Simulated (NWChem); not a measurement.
Species: CH7GeN; SMILES [CH3][GeH2][NH2]

```xyz
10

Ge    -0.3469     0.0473     0.0000
C      0.6462    -1.6420     0.0000
N      0.6897     1.5698     0.0000
H     -1.2254     0.1267     1.2656
H     -1.2254     0.1267    -1.2656
H      1.2847    -1.7188    -0.8927
H      1.2847    -1.7188     0.8927
H     -0.0515    -2.4936     0.0000
H      1.2761     1.6799    -0.8234
H      1.2761     1.6799     0.8234
```
Atoms are numbered in this order, from 1.

Level: PBE0/def2-SVP (NWChem), optimised geometry, unscaled harmonic frequencies. 

```csv
frequency (cm⁻¹),IR intensity (km/mol)
135,0.7
160,30.0
193,5.7
426,21.3
530,173.8
597,45.2
644,12.1
677,65.3
740,50.2
853,99.8
855,33.6
863,69.4
924,19.2
1250,11.1
1433,4.2
1433,2.9
1553,18.0
2146,111.8
2147,163.4
3061,5.4
3170,4.5
3174,4.5
3570,10.3
3668,14.8
```

| Item | Value |
|---|---|
| zero-point energy | 48.9 kcal/mol |
| thermal correction to the enthalpy at 298.15 K (with zero-point energy) | 53.2 kcal/mol |
| heat capacity Cv | 20.4 cal/(mol K) |
| entropy at 298.15 K and 1 atm (symmetry number 1) | 75.4 cal/(mol K) |
| dipole moment | 1.70 D |

Rigid rotor and harmonic oscillator.
